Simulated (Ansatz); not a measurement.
A nudged elastic band was laid between two geometries of AlBrHS (4 atoms, charge 0, multiplicity 2).

Method: UKS B3LYP-D4/def2-SVP in Ansatz 0.2.0.

- movable images: 7
- climbing image: yes
- spring: 5.0 eV/Å²
- optimiser: quadratic models (default)
- start path: through a guess of the saddle point
- force threshold: 0.05 eV/Å
- iteration limit: 60
- end points: relaxed

First end point:

```xyz
4
Properties=species:S:1:pos:R:3
S 0.391 1.056 -0.726
Al -0.394 -0.522 0.613
Br 0.380 -2.637 0.223
H -0.322 2.043 -0.130
```

Last end point:

```xyz
4
Properties=species:S:1:pos:R:3
S 1.135 0.840 -1.554
Al -0.094 0.119 0.090
Br 0.022 -2.101 0.514
H -1.007 1.082 0.930
```

(1) What changes between the two ends?

(2) Give the energies along the band, and the barrier.

(3) What is the geometry of the highest image?

(4) What are the harmonic wavenumbers there?

Results:

(1) Bonds broken: S1–H4. Bonds formed: Al2–H4.

(2) The forces met the threshold. The highest image is number 4 of 0 to 8, 1.32 eV above the first end and 1.03 eV above the last; the last end lies 0.29 eV above the first. A vibrational analysis at the climbing image gives one clearly imaginary mode, 1247i cm⁻¹: a first-order saddle point.

```csv
image,path coordinate (Å),energy (eV),S1–H4 (Å),Al2–H4 (Å)
0,0.00,0.00,1.35,2.67
1,0.34,0.08,1.36,2.44
2,0.68,0.32,1.37,2.16
3,1.02,0.79,1.46,1.88
4,1.36,1.32,1.81,1.70
5,1.69,1.01,2.22,1.63
6,2.03,0.62,2.62,1.59
7,2.36,0.37,3.00,1.57
8,2.70,0.29,3.29,1.57
```

(3) 
```xyz
4
Properties=species:S:1:pos:R:3
S 0.215 1.290 -1.249
Al -0.010 -0.260 0.166
Br 0.180 -2.466 0.588
H -0.329 1.377 0.475
```

(4) 1247i, 130, 160, 334, 620, 1574 cm⁻¹.

The run took 2.4 min on 2 threads of Arm Neoverse V1, with other jobs on the host, peak memory 0.23 GiB.
